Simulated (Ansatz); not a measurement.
`C[CH2][In]([F])[F]` and `[F][In]([F])[I]` differ in one atom or group.

Ansatz, PBE0-D4/def2-TZVP geometries, multiplicity 1. Each molecule was computed in one conformer, which needn't be the lowest.

Elements past krypton have def2 core potentials.

```csv
property,`C[CH2][In]([F])[F]`
HOMO energy (B3LYP/def2-TZVPP) / eV,-8.44
HOMO–LUMO gap (PBE0/def2-TZVPP) / eV,6.98
HOMO–LUMO gap (ωB97M-V/def2-TZVPP) / eV,10.97
HOMO energy (PBE/def2-TZVPP) / eV,-7.31
"ideal-gas entropy at 298 K and 1 bar (rigid rotor, harmonic PBE0-D4/def2-TZVP) / J/(mol·K)",385
size of the dipole moment (B3LYP/def2-TZVPP) / D,5.06
```

**Question.** What does the change do to each property? (Best estimate.)

**Answer.** Computed: 
| property | `[F][In]([F])[I]` | shift |
| --- | --- | --- |
| HOMO energy (B3LYP/def2-TZVPP) / eV | -8.35 | 0.09 |
| HOMO–LUMO gap (PBE0/def2-TZVPP) / eV | 5.45 | -1.53 |
| HOMO–LUMO gap (ωB97M-V/def2-TZVPP) / eV | 9.51 | -1.46 |
| HOMO energy (PBE/def2-TZVPP) / eV | -7.41 | -0.10 |
| ideal-gas entropy at 298 K and 1 bar (rigid rotor, harmonic PBE0-D4/def2-TZVP) / J/(mol·K) | 348 | -37 |
| size of the dipole moment (B3LYP/def2-TZVPP) / D | 2.70 | -2.36 |

The zero-point energy changes by -168.5 kJ/mol with -18 modes. Dipoles are sizes alone; their direction can turn. Modes under 60 cm⁻¹, often nearly free rotors, make the harmonic entropy too high.

B3LYP here is the variant with VWN-RPA as its local correlation; programs differ in this.

Spin–orbit coupling is left out; it splits and shifts lone-pair levels of the heavy atoms by tenths of an eV.
